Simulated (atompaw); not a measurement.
# Before and after: PAW (atompaw) potential for Dy

atompaw 4.2.0.5 input, output lines left out:

```
Dy 66
LDA-PW scalarrelativistic loggrid 2001 logderivrange -4 5 226
6 6 5 4 0 0
6 1 0
5 2 1
4 3 9
0 0 0
c
c
c
c
c
v
c
c
c
v
v
c
c
v
v
3
3.00 2.50 2.45 2.75
y
3.15
n
n
y
0.7
n
y
1.45
n
custom rrkj vanderbiltortho sinc
4 0.5 troulliermartins
3.00
3.00
2.60
3.00
3.00
3.00
0.75
0.75
```

Change: local potential troulliermartins scheme with l = 4 at 0.5 Ry, radius 2.78 bohr.

Cutoffs: the cutoffs (Ry, on a coarse ladder) from which the occupation-weighted sum of valence levels, in a spherical-Bessel basis at the reference potential, stays within 10 and 1 mRy of its value at 400 Ry; they do not see the model core or the augmentation charge, which bear on the density cutoff.

Q: What does the change do?

A: Both files keep a bound ghost (s); the range in which the d phases agree narrows (upper end 2.1 → 0.4).

| quantity | base | changed |
| --- | --- | --- |
| cutoff, loose | over 300 Ry | over 300 Ry |
| cutoff, tight | over 300 Ry | over 300 Ry |
| bound ghosts | s | s |
| s: phases at 3.00 bohr within 0.05 rad from the reference energy up to (Ry; the scan ends near 5) | 4.8 | 5.0 |
| p: phases at 3.00 bohr within 0.05 rad from the reference energy up to (Ry; the scan ends near 5) | 0.5 | 0.3 |
| d: phases at 3.00 bohr within 0.05 rad from the reference energy up to (Ry; the scan ends near 5) | 2.1 | 0.4 |
| f: phases at 3.00 bohr within 0.05 rad from the reference energy up to (Ry; the scan ends near 5) | 4.8 | 4.6 |
| lowest overlap eigenvalue by channel | s 0.69, p 0.61, d 0.12, f 0.99 | s 0.76, p 0.63, d 0.12, f 1.00 |

 A true bound ghost makes a file unfit for plane-wave use even where its test errors are small: the radial tests pick states by their node count and pass the ghost by. The cutoffs see the waves, projectors and local potential, not the compensation charge or the core.
